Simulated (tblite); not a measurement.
Isomers of C5H5FNO3 (doublet state). Calculated harmonic vibrations of the isolated species, GFN2-xTB (tblite), most abundant isotopes, no scaling. This tight-binding method is rough: wavenumbers can miss measured ones by several per cent, in bad cases by 10 to 20. One conformer each. Open shells enter through the occupations alone, without spin polarisation, and single modes of such species can be off by tens of per cent.

Electronic energies: GFN2-xTB at the same geometries; isomer energies are rough at this level and their order can be wrong.

```csv
SMILES,"electronic energy, lowest = 0 (kJ/mol)"
[CH2]C(=O)/N=C\[C@@H](F)OC=O,86.4
CC(=O)/N=C\[C](F)OC=O,0.0
[CH2]Oc1nc(F)oc1OC,10.3
[CH2]Oc1oc(F)nc1OC,1.1
```

Question: How do GFN2-xTB zero-point energies change the relative energies?

Answer: 
```json
{"SMILES": "CC(=O)/N=C\\[C](F)OC=O", "ZPE (kJ/mol)": "251.3", "of it from modes above 1550 cm⁻¹": "111.0", "electronic (kJ/mol)": "0.0", "with ZPE, lowest = 0 (kJ/mol)": "0.0", "lowest mode (cm⁻¹)": "25", "rings": "0"}
{"SMILES": "[CH2]Oc1oc(F)nc1OC", "ZPE (kJ/mol)": "254.4", "of it from modes above 1550 cm⁻¹": "111.1", "electronic (kJ/mol)": "1.1", "with ZPE, lowest = 0 (kJ/mol)": "4.2", "lowest mode (cm⁻¹)": "80", "rings": "1"}
{"SMILES": "[CH2]Oc1nc(F)oc1OC", "ZPE (kJ/mol)": "253.7", "of it from modes above 1550 cm⁻¹": "111.3", "electronic (kJ/mol)": "10.3", "with ZPE, lowest = 0 (kJ/mol)": "12.7", "lowest mode (cm⁻¹)": "31", "rings": "1"}
{"SMILES": "[CH2]C(=O)/N=C\\[C@@H](F)OC=O", "ZPE (kJ/mol)": "249.9", "of it from modes above 1550 cm⁻¹": "120.8", "electronic (kJ/mol)": "86.4", "with ZPE, lowest = 0 (kJ/mol)": "85.0", "lowest mode (cm⁻¹)": "24", "rings": "0"}
```

The zero-point energies span 4.5 kJ/mol, from `[CH2]C(=O)/N=C\[C@@H](F)OC=O` to `[CH2]Oc1oc(F)nc1OC`. The order is unchanged.
